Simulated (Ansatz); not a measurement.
```xyz
2

Cu    0.0000    0.0000   -0.0531
H     0.0000    0.0000    1.5411
```

Basis set: cc-pVDZ (spherical functions). Left uncorrelated: 5 orbitals. Charge 0, multiplicity 1.

Computed with Ansatz (development build ahead of 0.2.0); each method stands on the lowest determinant of its kind that the runs found. Restricted open shells among the atoms or ions are ROHF, correlated in semicanonical orbitals with singles.

The atomization energy at this shape (free ground-state atoms in the same class of orbitals less the molecule, no zero-point energy) of singlet CuH:

| method | atomization energy |
| --- | --- |
| RHF | 32.22 kcal/mol |

(1) What does RHF-MP2 give?

## Answers

(1) 55.58 kcal/mol.
